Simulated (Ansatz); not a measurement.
SiH(NHEt)3 (C₆H₁₉N₃Si): single points at one geometry.

```yaml
crystal:
  periodic: [false, false, false]
  atoms:
    - {symbol: Si, position_ang: [0.020656, 0.047646, -0.238514]}
    - {symbol: H, position_ang: [0.048532, 0.048290, 1.266966]}
    - {symbol: N, position_ang: [1.651227, -0.005284, -0.808104]}
    - {symbol: C, position_ang: [2.797632, 0.620248, -0.178674]}
    - {symbol: C, position_ang: [3.742283, -0.373969, 0.490616]}
    - {symbol: H, position_ang: [1.878997, -0.673387, -1.539455]}
    - {symbol: H, position_ang: [3.366383, 1.232094, -0.909206]}
    - {symbol: H, position_ang: [2.424585, 1.337526, 0.575780]}
    - {symbol: H, position_ang: [3.215310, -0.941383, 1.275258]}
    - {symbol: H, position_ang: [4.607820, 0.133735, 0.947646]}
    - {symbol: H, position_ang: [4.129909, -1.100083, -0.244736]}
    - {symbol: N, position_ang: [-0.765552, 1.468316, -0.835138]}
    - {symbol: C, position_ang: [-1.969023, 2.059648, -0.282040]}
    - {symbol: C, position_ang: [-1.707866, 3.292621, 0.578637]}
    - {symbol: H, position_ang: [-0.222742, 2.089750, -1.428287]}
    - {symbol: H, position_ang: [-2.684367, 2.320614, -1.088519]}
    - {symbol: H, position_ang: [-2.480393, 1.288400, 0.322851]}
    - {symbol: H, position_ang: [-1.052785, 3.041761, 1.428623]}
    - {symbol: H, position_ang: [-2.645517, 3.717719, 0.973817]}
    - {symbol: H, position_ang: [-1.205935, 4.079195, -0.009976]}
    - {symbol: N, position_ang: [-0.854507, -1.330020, -0.803491]}
    - {symbol: C, position_ang: [-0.816488, -2.660211, -0.228508]}
    - {symbol: C, position_ang: [-2.078464, -3.026721, 0.547083]}
    - {symbol: H, position_ang: [-1.600864, -1.175127, -1.475449]}
    - {symbol: H, position_ang: [-0.633116, -3.423389, -1.012423]}
    - {symbol: H, position_ang: [0.059224, -2.716533, 0.443865]}
    - {symbol: H, position_ang: [-2.241162, -2.321841, 1.378608]}
    - {symbol: H, position_ang: [-2.018384, -4.047189, 0.960502]}
    - {symbol: H, position_ang: [-2.965411, -2.982456, -0.107730]}
basis:
  gaussian: {orbitals: def2-SVP, initial_orbitals: start.molden}
hamiltonian: {xc: pbe0, dispersion: d4}
scf: {omitted_lower_state_checks: [starts]}
output: {orbitals: {seedname: orbitals}}
```

The file start.molden holds the orbitals of an earlier run on this structure, at another level or in another basis.

```sh
$ ansatz run in.yaml --threads 4 --pin off --events-out ev --progress --plain --max-ram 6963MiB
```

It prints (some lines left out):

```
Functional definition: PBE0
  name "PBE0"
  cite "Adamo & Barone, J. Chem. Phys. 110, 6158 (1999) doi:10.1063/1.478522"
  cite "Perdew, Burke & Ernzerhof, Phys. Rev. Lett. 77, 3865 (1996) doi:10.1103/PhysRevLett.77.3865"
  parent pbe
  parameter a = 0.25
  parameter kappa = 0.804
  parameter beta = 0.06672455060314922
  exchange = (1 - a)*pbe_x(kappa = kappa, mu = beta*pi^2/3) + a*exact_x
  correlation = pbe_c(beta = beta)
these checks for a lower state are left out or cut short: starts
2762 factors; their error is unknown
mean field evaluation 1: about -18854.8106 eV, gradient 9.9e0 eV
mean field evaluation 2: about -18855.0906 eV, gradient 2.0e-1 eV
mean field evaluation 4: about -18855.0859 eV, gradient 5.3e-4 eV
mean field -18855.08589006 eV, -692.9116260235 hartree, gradient 1.4e-5 eV, S^2 0.000000; 0 other end points of the search recorded, 0 dependent functions left out
reference -18855.08593214 eV, -692.9116275699 hartree; 45, 45 occupied and 194, 194 virtual orbitals, 2762 factors
Total energy: -18855.68107265 eV, -692.9334985803 hartree
Checks for a lower state left out: starts
```

Run time 7.5 s (4 threads of Arm Neoverse V2 on a shared host), peak host memory 1.2 GiB.

First input, but with `gaussian: {orbitals: def2-TZVP, initial_orbitals: start.molden}`, `hamiltonian: {xc: {name: revPBE}, dispersion: d4}` (abridged; 8.5 s):

```
Functional definition: revPBE
mean field -18881.10155463 eV, -693.8676840624 hartree, gradient 9.9e-6 eV, S^2 0.000000
Total energy: -18883.25349836 eV, -693.9467665359 hartree
Checks for a lower state left out: starts
```

Geometry: r2SCAN-D4/def2-SVP.
